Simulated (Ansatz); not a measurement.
The inner images of a band of CH₇AlFGeN (12 atoms, charge 0, multiplicity 1) are given out of order.

These are results of RHF/def2-SVP in Ansatz, not measurements.

Initial state:

```xyz
12
Properties=species:S:1:pos:R:3
F -1.582 -0.442 -0.701
C -0.363 0.287 -0.649
Al -0.995 2.181 -0.769
N 0.377 -0.032 0.510
Ge 1.066 -1.723 0.797
H 0.185 -0.058 -1.526
H -1.386 2.890 0.588
H -1.116 2.912 -2.162
H 0.059 0.437 1.338
H 2.162 -1.590 1.862
H 0.018 -2.732 1.286
H 1.652 -2.185 -0.540
```

Final state:

```xyz
12
Properties=species:S:1:pos:R:3
F -1.218 -0.998 -0.625
C -0.532 0.078 -0.367
Al -1.062 2.038 -1.073
N 0.501 -0.177 0.361
Ge 1.058 -1.876 1.036
H -0.993 1.867 -2.662
H -2.495 2.277 -0.404
H 0.188 2.789 -0.379
H 1.040 0.648 0.568
H 2.317 -1.529 1.821
H -0.063 -2.402 1.919
H 1.337 -2.770 -0.163
```

Task: Put them in order from the first end to the last, with their energies above the first end.
A.
```xyz
12
Properties=species:S:1:pos:R:3
F -1.389 -0.892 -0.255
C -0.636 0.159 -0.102
Al -1.060 2.025 -1.072
N 0.462 -0.132 0.509
Ge 1.091 -1.889 0.925
H -0.624 1.529 -2.536
H -2.604 2.335 -0.822
H 0.031 2.926 -0.302
H 1.060 0.665 0.649
H 2.458 -1.625 1.544
H 0.111 -2.525 1.897
H 1.178 -2.631 -0.401
```
B.
```xyz
12
Properties=species:S:1:pos:R:3
F -1.759 -0.518 -0.447
C -0.575 0.213 -0.593
Al -0.946 2.172 -0.755
N 0.318 -0.025 0.489
Ge 1.129 -1.674 0.727
H -0.114 -0.182 -1.500
H -2.015 2.839 0.196
H -0.095 3.032 -1.768
H 0.032 0.409 1.348
H 2.383 -1.453 1.582
H 0.220 -2.694 1.426
H 1.499 -2.174 -0.672
```
C.
```xyz
12
Properties=species:S:1:pos:R:3
F -1.538 -0.647 -0.127
C -0.690 0.367 0.026
Al -1.060 2.053 -0.877
N 0.406 -0.051 0.692
Ge 1.051 -1.804 0.699
H -0.345 0.575 -1.464
H -2.515 2.310 -1.417
H 0.070 3.140 -0.670
H 0.987 0.685 1.041
H 2.412 -1.697 1.390
H 0.108 -2.705 1.488
H 1.192 -2.283 -0.746
```
D.
```xyz
12
Properties=species:S:1:pos:R:3
F -1.778 -0.412 -0.125
C -0.591 0.249 -0.472
Al -0.996 2.195 -0.756
N 0.444 -0.029 0.457
Ge 1.136 -1.728 0.671
H -0.306 -0.202 -1.428
H -2.486 2.706 -0.759
H 0.208 3.186 -1.002
H 0.406 0.513 1.299
H 2.465 -1.579 1.421
H 0.218 -2.667 1.466
H 1.356 -2.287 -0.738
```
E.
```xyz
12
Properties=species:S:1:pos:R:3
F -1.490 -0.752 -0.034
C -0.706 0.272 0.148
Al -1.009 1.991 -1.061
N 0.405 -0.081 0.706
Ge 1.067 -1.871 0.798
H -0.399 1.038 -2.209
H -2.556 2.346 -1.155
H 0.026 3.064 -0.470
H 1.033 0.686 0.873
H 2.443 -1.695 1.428
H 0.119 -2.693 1.654
H 1.144 -2.361 -0.642
```

Result: B (+0.03 eV), D (+0.09 eV), C (+1.09 eV), E (+0.32 eV), A (+0.15 eV).

Time of the run: 2.9 min on 2 threads of Intel(R) Xeon(R) 6975P-C (Granite Rapids), with other jobs on the host, peak memory 0.37 GiB.
